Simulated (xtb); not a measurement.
xtb input (GFN1-xTB):

```bash
xtb mol.xyz --gfn 1 --sp --chrg 0 --uhf 0
```
mol.xyz:
```
12

C      1.68957769    -1.01846461     0.20852227
O      0.92997032     0.14367055     0.53707130
C     -0.31388717     0.24085973    -0.01845277
C     -1.29710699    -0.85549279     0.32063892
F     -0.79755632     1.43887045     0.39631746
F     -0.20215478     0.32902431    -1.39353573
H      1.27287992    -1.91246484     0.67872735
H      1.74621761    -1.15822264    -0.87188119
H      2.68648429    -0.84084498     0.60281342
H     -2.26485741    -0.60850466    -0.11106890
H     -1.39007280    -0.93370737     1.40265434
H     -0.96451544    -1.80808653    -0.08710151
```

Output:

```
           -------------------------------------------------
          |                Calculation Setup                |
           -------------------------------------------------

           -------------------------------------------------
          |                 G F N 1 - x T B                 |
           -------------------------------------------------

        Reference                      10.1021/acs.jctc.7b00118
      * Hamiltonian:
        H0-scaling (s, p, d)           1.850000    2.250000    2.000000
        zeta-weighting                 0.000000
      * Dispersion:
        s8                             2.400000
        a1                             0.630000
        a2                             5.000000
        s9                             0.000000
      * Repulsion:
        kExp                           1.500000
        rExp                           1.000000
      * Coulomb:
        alpha                          2.000000
        third order                    atomic
        anisotropic                    false
      * Halogen bond correction:
        rad-scale                      1.300000
        damping                        0.440000

          ...................................................
          :                      SETUP                      :
          :.................................................:
          :  # basis functions                  36          :
          :  # atomic orbitals                  36          :
          :  # shells                           24          :
          :  # electrons                        38          :
          :  # halogen bonds                     0          :
          :  max. iterations                   250          :
          :  Hamiltonian                  GFN1-xTB          :
          :  restarted?                      false          :
          :  GBSA solvation                  false          :
          :  PC potential                    false          :
          :  electronic temp.          300.0000000     K    :
          :  accuracy                    1.0000000          :
          :  -> integral cutoff          0.2500000E+02      :
          :  -> integral neglect         0.1000000E-07      :
          :  -> SCF convergence          0.1000000E-05 Eh   :
          :  -> wf. convergence          0.2000000E-04 e    :
          :  Broyden damping             0.4000000          :
          :  net charge                          0          :
          :  unpaired electrons                  0          :
          ...................................................

 iter      E             dE          RMSdq      gap      omega  full diag
   1    -24.5953034 -0.245953E+02  0.728E+00    8.36       0.0  T
   2    -24.7247050 -0.129402E+00  0.421E+00    8.73       1.0  T
   3    -24.7258209 -0.111595E-02  0.163E+00    8.78       1.0  T
   4    -24.7279849 -0.216394E-02  0.153E-01    8.88       1.0  T
   5    -24.7281447 -0.159840E-03  0.364E-02    8.85       1.0  T
   6    -24.7281540 -0.929558E-05  0.146E-02    8.84       2.0  T
   7    -24.7281569 -0.291431E-05  0.278E-03    8.84      10.4  T
   8    -24.7281570 -0.919490E-07  0.790E-04    8.84      36.6  T
   9    -24.7281570 -0.846478E-08  0.837E-05    8.84     345.1  T
  10    -24.7281570 -0.823768E-10  0.140E-05    8.84    2061.7  T

   *** convergence criteria satisfied after 10 iterations ***

         #    Occupation            Energy/Eh            Energy/eV
      -------------------------------------------------------------
         1        2.0000           -0.8746365             -23.8001
       ...           ...                  ...                  ...
        13        2.0000           -0.5474994             -14.8982
        14        2.0000           -0.5442351             -14.8094
        15        2.0000           -0.5399620             -14.6931
        16        2.0000           -0.5340742             -14.5329
        17        2.0000           -0.5268883             -14.3374
        18        2.0000           -0.5068023             -13.7908
        19        2.0000           -0.4841864             -13.1754 (HOMO)
        20                         -0.1593354              -4.3357 (LUMO)
        21                         -0.1479742              -4.0266
        22                         -0.0997724              -2.7149
        23                         -0.0918824              -2.5002
        24                         -0.0834079              -2.2696
       ...                                ...                  ...
        36                          0.4253580              11.5746
      -------------------------------------------------------------
                  HL-Gap            0.3248511 Eh            8.8396 eV
             Fermi-level           -0.3217609 Eh           -8.7556 eV

 SCC (total)                   0 d,  0 h,  0 min,  0.009 sec
 SCC setup                      ...        0 min,  0.000 sec (  1.535%)
 Dispersion                     ...        0 min,  0.000 sec (  0.564%)
 classical contributions        ...        0 min,  0.000 sec (  0.168%)
 integral evaluation            ...        0 min,  0.003 sec ( 28.821%)
 iterations                     ...        0 min,  0.002 sec ( 25.312%)
 molecular gradient             ...        0 min,  0.004 sec ( 42.254%)
 printout                       ...        0 min,  0.000 sec (  1.229%)

         :::::::::::::::::::::::::::::::::::::::::::::::::::::
         ::                     SUMMARY                     ::
         :::::::::::::::::::::::::::::::::::::::::::::::::::::
         :: total energy             -24.584999575608 Eh    ::
         :: gradient norm              0.021986076927 Eh/a0 ::
         :: HOMO-LUMO gap              8.839647055135 eV    ::
         ::.................................................::
         :: SCC energy               -24.728157029017 Eh    ::
         :: -> electrostatic           0.082212622247 Eh    ::
         :: repulsion energy           0.146432404302 Eh    ::
         :: dispersion energy         -0.003274950893 Eh    ::
         :: halogen bond corr.         0.000000000000 Eh    ::
         :: add. restraining           0.000000000000 Eh    ::
         :: total charge              -0.000000000000 e     ::
         :::::::::::::::::::::::::::::::::::::::::::::::::::::

           -------------------------------------------------
          |                Property Printout                |
           -------------------------------------------------

    * Orbital Energies and Occupations

         #    Occupation            Energy/Eh            Energy/eV
      -------------------------------------------------------------
         1        2.0000           -0.8746365             -23.8001
       ...           ...                  ...                  ...
         7        2.0000           -0.6360979             -17.3091
         8        2.0000           -0.6261166             -17.0375
         9        2.0000           -0.6164160             -16.7735
        10        2.0000           -0.5854151             -15.9300
        11        2.0000           -0.5773835             -15.7114
        12        2.0000           -0.5537071             -15.0671
        13        2.0000           -0.5474994             -14.8982
        14        2.0000           -0.5442351             -14.8094
        15        2.0000           -0.5399620             -14.6931
        16        2.0000           -0.5340742             -14.5329
        17        2.0000           -0.5268883             -14.3374
        18        2.0000           -0.5068023             -13.7908
        19        2.0000           -0.4841864             -13.1754 (HOMO)
        20                         -0.1593354              -4.3357 (LUMO)
Note: The following floating-point exceptions are signalling: IEEE_DENORMAL
normal termination of xtb
        21                         -0.1479742              -4.0266
        22                         -0.0997724              -2.7149
        23                         -0.0918824              -2.5002
        24                         -0.0834079              -2.2696
        25                         -0.0716963              -1.9510
        26                         -0.0377870              -1.0282
        27                         -0.0297786              -0.8103
        28                          0.0711522               1.9362
        29                          0.0802787               2.1845
        30                          0.1634786               4.4485
       ...                                ...                  ...
        36                          0.4253580              11.5746
      -------------------------------------------------------------
                  HL-Gap            0.3248511 Eh            8.8396 eV
             Fermi-level           -0.3217609 Eh           -8.7556 eV

  Mulliken/CM5 charges         n(s)   n(p)   n(d)
     1C     0.16860  0.04627   0.974  2.858  0.000
     2O    -0.43453 -0.52301   1.667  4.767  0.000
     3C     0.63804  0.68501   0.996  2.366  0.000
     4C    -0.12001 -0.26009   1.016  3.104  0.000
     5F    -0.25811 -0.27839   1.822  5.436  0.000
     6F    -0.28839 -0.30971   1.835  5.453  0.000
     7H     0.02115  0.08047   0.979  0.000  0.000
     8H     0.03865  0.09933   0.961  0.000  0.000
     9H     0.05017  0.11100   0.950  0.000  0.000
    10H     0.06689  0.12126   0.933  0.000  0.000
    11H     0.06343  0.11856   0.937  0.000  0.000
    12H     0.05412  0.10931   0.946  0.000  0.000

Wiberg/Mayer (AO) data.
largest (>0.10) Wiberg bond orders for each atom

 ---------------------------------------------------------------------------
     #   Z sym  total        # sym  WBO       # sym  WBO       # sym  WBO
 ---------------------------------------------------------------------------
     1   6 C    3.895 --     9 H    0.984     7 H    0.984     8 H    0.983
                             2 O    0.918
     2   8 O    2.066 --     3 C    1.005     1 C    0.918
     3   6 C    3.788 --     2 O    1.005     4 C    0.977     5 F    0.913
                             6 F    0.873
     4   6 C    3.991 --    10 H    0.981    12 H    0.980    11 H    0.980
                             3 C    0.977
     5   9 F    1.033 --     3 C    0.913
     6   9 F    1.007 --     3 C    0.873
     7   1 H    1.010 --     1 C    0.984
     8   1 H    1.009 --     1 C    0.983
     9   1 H    1.014 --     1 C    0.984
    10   1 H    1.002 --     4 C    0.981
    11   1 H    1.000 --     4 C    0.980
    12   1 H    1.002 --     4 C    0.980
 ---------------------------------------------------------------------------

Topologies differ in total number of bonds
Writing topology from bond orders to xtbtopo.mol

 dipole moment from electron density (au)
     X       Y       Z
   0.0425  -1.5495   0.2032  total (Debye):    3.974

           -------------------------------------------------
          | TOTAL ENERGY              -24.584999575608 Eh   |
          | GRADIENT NORM               0.021986076927 Eh/α |
          | HOMO-LUMO GAP               8.839647055135 eV   |
           -------------------------------------------------

------------------------------------------------------------------------
------------------------------------------------------------------------
 total:
 SCF:
```
